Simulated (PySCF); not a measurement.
Ionisation energy of Xe⁺ by level of theory

Xe⁺ [Kr] 4d10 5s2 5p5 (2P) → Xe²⁺ [Kr] 4d10 5s2 5p4 (3P), as a difference of total energies. All numbers are calculated (PySCF 2.14, a scalar-relativistic core potential, in aug-cc-pwCVDZ-PP with ECP28MDF (6s5p4d1f, 48 functions)). Correlated levels: valence and next inner shell: nothing frozen outside the core potential. The calculations carry no spin-orbit coupling.

```tsv
method	ionisation energy (eV)
UHF	20.102
MP2 (valence and next inner shell)	20.756
SCS-MP2 (valence and next inner shell)	20.696
CCSD (valence and next inner shell)	20.665
CCSD(T) (valence and next inner shell)	20.685
```

Task: How much does correlation contribute at CCSD(T) (valence and next inner shell)?

Result: 20.685 − (20.102) = 0.583 eV, measured against UHF.

The reference lies between the lowest fine-structure levels, while these numbers refer to the centres of the terms.

Errors of the correlated levels include the incompleteness of this basis.

For comparison: 20.975 eV (semi-empirical (NIST evaluation); NIST Atomic Spectra Database, ionization energies).
